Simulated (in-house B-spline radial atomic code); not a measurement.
A calculation on Xe: its settings, and results tabulated from the run. All numbers are computed (scalar-relativistic (X2C) wB97X, spin-polarised, spherical fractional occupations; Fermi nucleus of rms radius 4.7859 fm) with an all-electron radial atomic-structure program (B-spline basis), not measured.

Command:
```bash
python run_scf.py task.json out
```
Settings (nuclear radius in fm, mass in u):
```
Z                54
configuration    [Kr] 4d10 5s2 5p6
hamiltonian      x2c
method           wb97x
spin_polarised   True
nucleus          fermi
rms_radius       4.7859
atomic_mass      131.90416
speed_of_light   137.035999084
```

Output (hartree, bohr):
```
 radial grid: 77 intervals, B-splines of order 8, outer radius 50 bohr

 iter        energy (Eh)    residual
    1       -7443.256822    4.83e-01
    2       -7444.849714    2.25e-01
    3       -7446.786003    3.28e-02
    4       -7446.833415    1.19e-02
    5       -7446.836154    2.78e-03
    6       -7446.836564    1.02e-03
    7       -7446.836599    2.48e-04
    8       -7446.836602    3.65e-05
    9       -7446.836603    7.81e-06
   10       -7446.836603    7.75e-07
   11       -7446.836603    3.96e-07

 total energy                     -7446.83660
 kinetic                            7913.0174
 electron-nucleus                 -18110.8898
 Hartree                            2940.2358
 exact exchange                      -36.7971
 exchange-correlation               -152.4029

 orbital      occ     eigenvalue          <r>       <r^2>       <1/r>       r_max
 1s up      1.000     -1263.2325    0.0260336 0.000929138     61.1707     0.01641
 1s down    1.000     -1263.2325    0.0260336 0.000929138     61.1707     0.01641
 2s up      1.000      -197.3412     0.114038   0.0154019     13.9466     0.09684
 2s down    1.000      -197.3412     0.114038   0.0154019     13.9466     0.09684
 2p up      3.000      -177.1854    0.0999971   0.0122219     12.7998     0.07747
 2p down    3.000      -177.1854    0.0999971   0.0122219     12.7998     0.07747
 3s up      1.000       -40.7455     0.305848    0.107044     4.93386       0.279
 3s down    1.000       -40.7455     0.305848    0.107044     4.93386       0.279
 3p up      3.000       -34.1940     0.303842    0.107153     4.58435      0.2728
 3p down    3.000       -34.1940     0.303842    0.107153     4.58435      0.2728
 3d up      5.000       -24.4148     0.280717   0.0931599     4.31413      0.2259
 3d down    5.000       -24.4148     0.280717   0.0931599     4.31413      0.2259
 4s up      1.000        -7.5819     0.717008    0.580511     1.97886      0.6618
 4s down    1.000        -7.5819     0.717008    0.580511     1.97886      0.6618
 4p up      3.000        -5.4883     0.764771    0.665919     1.79509       0.694
 4p down    3.000        -5.4883     0.764771    0.665919     1.79509       0.694
 4d up      5.000        -2.3979     0.876465    0.896918      1.5123      0.7493
 4d down    5.000        -2.3979     0.876465    0.896918      1.5123      0.7493
 5s up      1.000        -0.9097      1.88943      4.0575    0.696349       1.637
 5s down    1.000        -0.9097      1.88943      4.0575    0.696349       1.637
 5p up      3.000        -0.4345      2.30653     6.13317    0.562602       1.905
 5p down    3.000        -0.4345      2.30653     6.13317    0.562602       1.905
```

Cost of the run: 2.8 s on 1 thread of Arm Neoverse V1 (shared host).

One-electron X2C: radii and densities carry no picture-change correction, so inner-shell <1/r> comes out high (for 1s by about 2 % at Z = 33, 5 % at 54, 10 % at 75, 30 % at 118) and <r> low.
